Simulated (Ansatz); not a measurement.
Geometry optimisation, Ansatz 0.2.0, RKS PBE0-D4/def2-SVP.

The input (input.yaml):

```yaml
crystal:
  periodic: [false, false, false]
  atoms:
    - { symbol: W, position_ang: [0.0, 0.0, 0.0] }
    - { symbol: F, position_ang: [0.0, 0.0, 2.2] }
    - { symbol: H, position_ang: [1.72, 0.0, 0.0] }
    - { symbol: H, position_ang: [0.0, 1.72, 0.0] }
    - { symbol: H, position_ang: [-1.72, 0.0, 0.0] }
    - { symbol: H, position_ang: [0.0, -1.72, 0.0] }
    - { symbol: H, position_ang: [0.0, 0.0, -1.72] }
    - { symbol: S, position_ang: [1.7875, 1.8621, 0.8577] }
    - { symbol: H, position_ang: [2.8002, 1.2341, 1.5926] }
    - { symbol: H, position_ang: [0.8719, 0.9082, 2.0512] }
basis:
  gaussian: { orbitals: def2-SVP }
hamiltonian:
  xc: pbe0
  dispersion: d4
relax:
  f_tol: 0.15
  max_steps: 25
  restrain:
    - { distance: [0, 7], at: 3.62, k: 30.0 }
    - { distance: [9, 1], at: 2.12, k: 30.0 }
    - { distance: [0, 1], at: 1.85, k: 30.0 }
    - { distance: [9, 7], at: 1.4, k: 30.0 }
```

Run as:

```bash
$ ansatz run input.yaml --threads 2 --pin off --max-ram 3072MiB --backend cpu --events-out ev --progress --plain --runs-dir out
```

Task: Where does it end, and by what steps?

Result: The forces met the threshold. The restraints hold the end off the free minimum. After 11 steps the energy has fallen by 5.330 eV (the restraints' own energy left out); H10 moved furthest, 0.82 Å. Parted: W1–S8 (2.72 → 3.65 Å). Joined: S8–H10 (1.78 → 1.37 Å).

```json
{"step": "0", "energy less start (eV)": "0.0000", "largest force component (eV/Å)": "4.117", "accepted": "yes"}
{"step": "1", "energy less start (eV)": "0.2278", "largest force component (eV/Å)": "6.991", "accepted": "yes"}
{"step": "2", "energy less start (eV)": "-0.6992", "largest force component (eV/Å)": "4.979", "accepted": "yes"}
{"step": "3", "energy less start (eV)": "-2.0409", "largest force component (eV/Å)": "2.238", "accepted": "yes"}
{"step": "4", "energy less start (eV)": "-3.6704", "largest force component (eV/Å)": "2.094", "accepted": "yes"}
{"step": "5", "energy less start (eV)": "-4.7696", "largest force component (eV/Å)": "1.669", "accepted": "yes"}
{"step": "6", "energy less start (eV)": "-5.2215", "largest force component (eV/Å)": "1.833", "accepted": "yes"}
{"step": "7", "energy less start (eV)": "-5.2700", "largest force component (eV/Å)": "1.374", "accepted": "yes"}
{"step": "8", "energy less start (eV)": "-5.3153", "largest force component (eV/Å)": "1.199", "accepted": "yes"}
{"step": "9", "energy less start (eV)": "-5.3285", "largest force component (eV/Å)": "0.792", "accepted": "yes"}
{"step": "10", "energy less start (eV)": "-5.3145", "largest force component (eV/Å)": "0.821", "accepted": "no"}
{"step": "11", "energy less start (eV)": "-5.3300", "largest force component (eV/Å)": "0.891", "accepted": "yes"}
```

```xyz
10
Properties=species:S:1:pos:R:3
W -0.448 -0.438 0.327
F -0.103 -0.007 2.121
H 1.078 -0.003 -0.056
H -0.065 1.098 -0.085
H -1.703 0.267 -0.570
H 0.378 -1.691 -0.459
H -0.052 -0.073 -1.266
S 2.022 2.081 1.244
H 3.038 1.213 1.426
H 1.314 1.558 2.299
```

The run took 49 s on 2 threads of Arm Neoverse V1, on a shared host, peak memory 0.21 GiB.
